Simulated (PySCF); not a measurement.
CH2O2, charge +1, doublet, geometry from GFN2-xTB (a state made from the parent by changing its charge; the spin is typed, not shown lowest); R2SCAN/3-21G (PySCF).

PySCF was given this input:
```python
from pyscf import gto, scf, dft

mol = gto.Mole()
mol.atom = '''
    O     0.83970895   -0.72395374   -0.05717738
    C    -0.24805229   -0.11529710    0.00227108
    O    -0.72831307    0.95930046    0.06431060
    H     1.70034825   -0.23589880   -0.06114765
    H    -1.10320156   -0.95509234   -0.00954464
'''
mol.basis = '3-21g'
mol.charge = 1
mol.spin = 1
mol.verbose = 4
mol.build()

mf = dft.UKS(mol)
mf.xc = 'r2scan'
mf.diis = False
mf.damp = 0.3
mf.diis_start_cycle = 200
mf.max_cycle = 150
mf.kernel()
mf.analyze()
```

Output, abridged:

```
PySCF version 2.14.0

[INPUT] verbose = 4
[INPUT] num. atoms = 5
[INPUT] num. electrons = 23
[INPUT] charge = 1
[INPUT] spin (= nelec alpha-beta = 2S) = 1
[INPUT] symmetry False subgroup None
[INPUT] Mole.unit = angstrom
[INPUT] Symbol           X                Y                Z      unit          X                Y                Z       unit  Magmom
[...]
nuclear repulsion = 71.2366188648974
number of shells = 19
number of NR pGTOs = 51
number of NR cGTOs = 31
basis = 3-21g
ecp = {}

******** <class 'pyscf.dft.uks.UKS'> ********
method = UKS
initial guess = minao
damping factor = 0.3
level_shift factor = 0
DIIS disabled
SCF conv_tol = 1e-09
SCF conv_tol_grad = None
SCF max_cycles = 150
direct_scf = True
direct_scf_tol = 1e-13
number electrons alpha = 12  beta = 11
XC library pyscf.dft.libxc version 7.1.2
    S. Lehtola, C. Steigemann, M. J. T. Oliveira, and M. A. L. Marques,  SoftwareX 7, 1–5 (2018)
XC functionals = r2scan
    J. W. Furness, A. D. Kaplan, J. Ning, J. P. Perdew, and J. Sun,  J. Phys. Chem. Lett. 11, 8208–8215 (2020)
    J. W. Furness, A. D. Kaplan, J. Ning, J. P. Perdew, and J. Sun,  J. Phys. Chem. Lett. 11, 9248–9248 (2020)
    J. W. Furness, A. D. Kaplan, J. Ning, J. P. Perdew, and J. Sun,  J. Phys. Chem. Lett. 11, 8208–8215 (2020)
    J. W. Furness, A. D. Kaplan, J. Ning, J. P. Perdew, and J. Sun,  J. Phys. Chem. Lett. 11, 9248–9248 (2020)
radial grids:
    Treutler-Ahlrichs [JCP 102, 346 (1995); DOI:10.1063/1.469408] (M4) radial grids

becke partition: Becke, JCP 88, 2547 (1988); DOI:10.1063/1.454033
pruning grids: <function nwchem_prune>
grids dens level: 3
symmetrized grids: False
atomic radii adjust function: <function treutler_atomic_radii_adjust>
small_rho_cutoff = 0
Set gradient conv threshold to 3.16228e-05
tot grids = 61904
init E= -189.034667247254

cycle= 1 E= -188.06675807245  delta_E= 0.968  |g|= 0.49  |ddm|= 1.62
cycle= 2 E= -188.043723026608  delta_E= 0.023  |g|= 0.592  |ddm|= 0.704
cycle= 3 E= -187.901265392263  delta_E= 0.142  |g|= 0.815  |ddm|= 0.905
cycle= 4 E= -187.377470381335  delta_E= 0.524  |g|= 1.35  |ddm|= 1.42
cycle= 5 E= -186.390977821351  delta_E= 0.986  |g|=    2  |ddm|= 2.05
cycle= 6 E= -180.821790693423  delta_E= 5.57  |g|= 3.29  |ddm|= 4.31
cycle= 7 E= -177.052736243342  delta_E= 3.77  |g|= 4.27  |ddm|= 6.93
cycle= 8 E= -173.693429269627  delta_E= 3.36  |g|= 4.49  |ddm|= 7.18
cycle= 9 E= -170.46499805967  delta_E= 3.23  |g|= 4.81  |ddm|= 8.08
cycle= 10 E= -165.609356644642  delta_E= 4.86  |g|= 5.76  |ddm|= 8.42
cycle= 11 E= -166.096195437309  delta_E= -0.487  |g|= 5.02  |ddm|=  8.3
cycle= 12 E= -162.82034735815  delta_E= 3.28  |g|= 5.76  |ddm|= 8.34
cycle= 13 E= -165.273607630016  delta_E= -2.45  |g|= 5.02  |ddm|= 8.29
cycle= 14 E= -162.7345837053  delta_E= 2.54  |g|= 5.73  |ddm|=  8.3
cycle= 15 E= -165.259772876849  delta_E= -2.53  |g|= 5.01  |ddm|= 8.31
cycle= 16 E= -162.724415412562  delta_E= 2.54  |g|= 5.73  |ddm|= 8.31
cycle= 17 E= -165.251962569959  delta_E= -2.53  |g|= 5.01  |ddm|= 8.31
cycle= 18 E= -162.719210046282  delta_E= 2.53  |g|= 5.73  |ddm|= 8.31
cycle= 19 E= -165.249815811449  delta_E= -2.53  |g|= 5.01  |ddm|= 8.31
cycle= 20 E= -162.718064084918  delta_E= 2.53  |g|= 5.73  |ddm|= 8.31
cycle= 21 E= -165.249299447552  delta_E= -2.53  |g|= 5.01  |ddm|= 8.31
cycle= 22 E= -162.717764711618  delta_E= 2.53  |g|= 5.73  |ddm|= 8.31
cycle= 23 E= -165.249162087463  delta_E= -2.53  |g|= 5.01  |ddm|= 8.31
cycle= 24 E= -162.717683573931  delta_E= 2.53  |g|= 5.73  |ddm|= 8.31
cycle= 25 E= -165.24912479322  delta_E= -2.53  |g|= 5.01  |ddm|= 8.31
cycle= 26 E= -162.717660720891  delta_E= 2.53  |g|= 5.73  |ddm|= 8.31
cycle= 27 E= -165.249114158145  delta_E= -2.53  |g|= 5.01  |ddm|= 8.31
cycle= 28 E= -162.717653930724  delta_E= 2.53  |g|= 5.73  |ddm|= 8.31
cycle= 29 E= -165.249110968173  delta_E= -2.53  |g|= 5.01  |ddm|= 8.31
cycle= 30 E= -162.717651797762  delta_E= 2.53  |g|= 5.73  |ddm|= 8.31
cycle= 31 E= -165.249109955722  delta_E= -2.53  |g|= 5.01  |ddm|= 8.31
[...]
cycle= 134 E= -162.717650687024  delta_E= 2.53  |g|= 5.73  |ddm|= 8.31
cycle= 135 E= -165.249109420907  delta_E= -2.53  |g|= 5.01  |ddm|= 8.31
cycle= 136 E= -162.717650687024  delta_E= 2.53  |g|= 5.73  |ddm|= 8.31
cycle= 137 E= -165.249109420907  delta_E= -2.53  |g|= 5.01  |ddm|= 8.31
cycle= 138 E= -162.717650687024  delta_E= 2.53  |g|= 5.73  |ddm|= 8.31
cycle= 139 E= -165.249109420907  delta_E= -2.53  |g|= 5.01  |ddm|= 8.31
cycle= 140 E= -162.717650687024  delta_E= 2.53  |g|= 5.73  |ddm|= 8.31
cycle= 141 E= -165.249109420907  delta_E= -2.53  |g|= 5.01  |ddm|= 8.31
cycle= 142 E= -162.717650687024  delta_E= 2.53  |g|= 5.73  |ddm|= 8.31
cycle= 143 E= -165.249109420907  delta_E= -2.53  |g|= 5.01  |ddm|= 8.31
cycle= 144 E= -162.717650687024  delta_E= 2.53  |g|= 5.73  |ddm|= 8.31
cycle= 145 E= -165.249109420907  delta_E= -2.53  |g|= 5.01  |ddm|= 8.31
cycle= 146 E= -162.717650687024  delta_E= 2.53  |g|= 5.73  |ddm|= 8.31
cycle= 147 E= -165.249109420907  delta_E= -2.53  |g|= 5.01  |ddm|= 8.31
cycle= 148 E= -162.717650687024  delta_E= 2.53  |g|= 5.73  |ddm|= 8.31
cycle= 149 E= -165.249109420907  delta_E= -2.53  |g|= 5.01  |ddm|= 8.31
cycle= 150 E= -162.717650687024  delta_E= 2.53  |g|= 5.73  |ddm|= 8.31
SCF not converged.
SCF energy = -162.717650687024 after 150 cycles  <S^2> = 0.7507119  2S+1 = 2.0007118
**** SCF Summaries ****
Total Energy =                        -162.717650687024275
Nuclear Repulsion Energy =              71.236618864897366
One-electron Energy =                 -375.962044323130385
Two-electron Energy =                  142.007774771208744
Two-electron Coulomb Energy =          165.660228065783343
DFT Exchange-Correlation Energy =      -23.652453294574613
**** MO energy ****
                             alpha | beta                alpha | beta
[...]
To work with the spin densities directly, `use mulliken_meta_spin()` only printing them here.

 ** Mulliken spin pop alpha/beta on meta-lowdin orthogonal AOs **
 ** Mulliken Spin Density (per AO)  **
spin_pop of  0 O 1s        0.00000
spin_pop of  0 O 2s        0.00071
spin_pop of  0 O 3s        0.03052
spin_pop of  0 O 2px       0.00420
spin_pop of  0 O 2py       0.02179
spin_pop of  0 O 2pz       0.00155
spin_pop of  0 O 3px       0.02134
spin_pop of  0 O 3py       0.40128
spin_pop of  0 O 3pz       0.01631
spin_pop of  1 C 1s       -0.00001
spin_pop of  1 C 2s       -0.00156
spin_pop of  1 C 3s        0.01239
spin_pop of  1 C 2px       0.04114
spin_pop of  1 C 2py      -0.00186
spin_pop of  1 C 2pz      -0.01616
spin_pop of  1 C 3px       0.01966
spin_pop of  1 C 3py       0.01458
spin_pop of  1 C 3pz      -0.00014
spin_pop of  2 O 1s       -0.00001
spin_pop of  2 O 2s       -0.00072
spin_pop of  2 O 3s        0.00013
spin_pop of  2 O 2px       0.00056
spin_pop of  2 O 2py      -0.00027
spin_pop of  2 O 2pz      -0.00024
spin_pop of  2 O 3px       0.00026
spin_pop of  2 O 3py       0.00018
spin_pop of  2 O 3pz      -0.00009
spin_pop of  3 H 1s        0.00188
spin_pop of  3 H 2s        0.39303
spin_pop of  4 H 1s        0.03866
spin_pop of  4 H 2s        0.00089
 ** Mulliken Spin Density (per atom)  **
spin density of  0 O =      0.49771
spin density of  1 C =      0.06805
spin density of  2 O =     -0.00021
spin density of  3 H =      0.39490
spin density of  4 H =      0.03955
 ** Mulliken pop alpha/beta on meta-lowdin orthogonal AOs **
 ** Mulliken pop       alpha | beta **
[...]
In total            12.00000 | 11.00000
 ** Mulliken atomic charges   ( Nelec_alpha | Nelec_beta ) **
charge of  0O =     -3.31581  (     5.90676      5.40905 )
charge of  1C =     -0.22503  (     3.14654      3.07849 )
charge of  2O =      5.78683  (     1.10648      1.10669 )
charge of  3H =     -1.40328  (     1.39909      1.00419 )
charge of  4H =      0.15728  (     0.44114      0.40158 )

WARN: System has nonzero charge 1; the dipole moment is origin-dependent.
Location of origin: [0. 0. 0.]

Dipole moment(X, Y, Z, Debye): -53.81311, 43.43262,  3.53267
```

The run did not converge; its last values are not results.
